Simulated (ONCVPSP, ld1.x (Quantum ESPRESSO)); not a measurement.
# Potentials for B compared

Generated with ld1.x 7.5 (TM, RRKJ, ultrasoft, PAW), atompaw 4.2 or ONCVPSP 4.0.1. The cutoff is in Ry: for ld1.x and atompaw files where the sum of valence levels is converged to 10 mRy in a Bessel basis, for ONCV files where the hardest occupied wave has 1 mHa per electron of residual kinetic energy. The error is the largest all-electron minus pseudo excitation energy over each file’s own four to seven test configurations (ionisations up to +4, promotions, holes and added fractions of an electron), all of which were solved. The labels leave out finer settings (local radius, basis sizes, second energies), which also bear on the numbers. Spin-polarised tests are not counted. The rows are a selection from randomly drawn settings: files with unsolved tests, undetermined cutoffs or missed reference levels are left out.

A true bound ghost makes a file unfit for plane-wave use even where its test errors are small: the radial tests pick states by their node count and pass the ghost by.

| potential | cutoff (Ry) | largest error (meV) | bound ghosts |
| --- | --- | --- | --- |
| ONCV, LDA (Perdew-Wang 92), scalar-relativistic, rc 1.05/4.00 (sp), local s, core correction yes, reference 2s1.5 2p1.5, qcut 6.8/3.5, projectors 0/2 | 107 | +1042 | none |
| ONCV, PBE, scalar-relativistic, rc 1.50/2.95 (sp), local smoothed, core correction yes, reference 2s1.75 2p1.25, qcut 4.3/4.3, projectors 3/2 | 19 | +367 | none |
| ultrasoft, PW91, scalar-relativistic, rc 1.10/2.55 (sp), local smoothed, core correction yes, reference 2s2 2p1 | 21 | +40 | none |
| ONCV, LDA (Perdew-Wang 92), scalar-relativistic, rc 1.35/2.05 (sp), local smoothed, core correction yes, reference 2s2 2p1, qcut 4.4/3.9, projectors 2/2 | 24 | +187 | none |
| ONCV, PBEsol, non-relativistic, rc 1.00/0.80 (sp), local smoothed, core correction yes, reference 2s1, qcut 8.3/8.9, projectors 1/3 | 60 | +4.9 | p |
| TM semilocal, PBEsol, scalar-relativistic, rc 1.20/3.85/3.55 (spd), local s, core correction yes, reference 2s2 2p0.5 | 21 | +283 | none |

Fill in the row for B: TM, PBEsol, scalar-relativistic, rc 1.15/2.50 (sp), local smoothed, core correction no, reference 2s2 2p1.

cutoff 21 Ry, largest error +159 meV, bound ghosts: none.
